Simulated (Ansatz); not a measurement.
C₇H₁₉NSn⁺, that is SnEt3(NHMe) with one electron fewer. Total charge 1; doublet. Geometry r2SCAN-D4/def2-SVP, that of the neutral singlet; atoms count from 1.

```xyz
28

Sn    0.054    0.014    0.035
C    -1.964    0.569    0.611
C    -3.002   -0.012   -0.348
H    -2.027    1.670    0.659
H    -2.127    0.205    1.641
H    -4.033    0.234   -0.039
H    -2.870    0.375   -1.372
H    -2.925   -1.109   -0.407
C     1.576    0.892    1.332
C     1.380    0.516    2.798
H     1.551    1.986    1.192
H     2.558    0.551    0.961
H     2.170    0.937    3.445
H     0.415    0.882    3.189
H     1.392   -0.578    2.942
C     0.415    0.442   -2.063
C     0.221    1.915   -2.417
H    -0.273   -0.202   -2.635
H     1.437    0.108   -2.311
H     0.390    2.107   -3.491
H    -0.800    2.262   -2.185
H     0.916    2.568   -1.862
N     0.034   -2.045    0.184
C     1.224   -2.809   -0.139
H    -0.389   -2.373    1.051
H     0.990   -3.886   -0.237
H     1.619   -2.492   -1.119
H     2.066   -2.727    0.585
```

In the def2 sets Sn takes a core potential; there is no spin–orbit coupling. Single mean-field runs in def2-TZVP are fitted with def2-universal-jkfit.

(1) Estimate the Mulliken populations from the PBE0/def2-TZVP orbitals of Ansatz.

(2) Where does the spin sit?

(3) And the Mayer bond orders between heavy atoms (over 0.3)?

Results:

(1) 
| atom | charge (e) | spin (α − β) |
| --- | --- | --- |
| Sn1 | 0.81 | -0.05 |
| C2 | -0.44 | -0.01 |
| C3 | -0.37 | 0.00 |
| H4 | 0.16 | 0.00 |
| H5 | 0.15 | 0.00 |
| H6 | 0.17 | 0.00 |
| H7 | 0.14 | 0.00 |
| H8 | 0.13 | 0.00 |
| C9 | -0.37 | 0.21 |
| C10 | -0.38 | 0.00 |
| H11 | 0.18 | 0.00 |
| H12 | 0.17 | 0.00 |
| H13 | 0.18 | 0.02 |
| H14 | 0.16 | 0.00 |
| H15 | 0.12 | 0.00 |
| C16 | -0.42 | 0.04 |
| C17 | -0.39 | 0.00 |
| H18 | 0.16 | 0.00 |
| H19 | 0.15 | 0.00 |
| H20 | 0.17 | 0.00 |
| H21 | 0.15 | 0.00 |
| H22 | 0.14 | 0.00 |
| N23 | -0.29 | 0.73 |
| C24 | -0.33 | -0.03 |
| H25 | 0.28 | -0.02 |
| H26 | 0.20 | 0.03 |
| H27 | 0.18 | 0.00 |
| H28 | 0.20 | 0.07 |
Mulliken values depend strongly on the basis.

(2) Summed by element: Sn -0.05, C 0.21, H 0.11, N 0.73, of 1 unpaired in all. Largest on single atoms: N23 0.73, C9 0.21, H28 0.07.

(3) Sn1–C2 0.94 (2.17 Å); Sn1–C9 0.81 (2.18 Å); Sn1–C16 0.92 (2.17 Å); Sn1–N23 0.70 (2.06 Å); C2–C3 0.99 (1.53 Å); C9–C10 1.00 (1.53 Å); C16–C17 1.00 (1.53 Å); N23–C24 1.02 (1.45 Å).
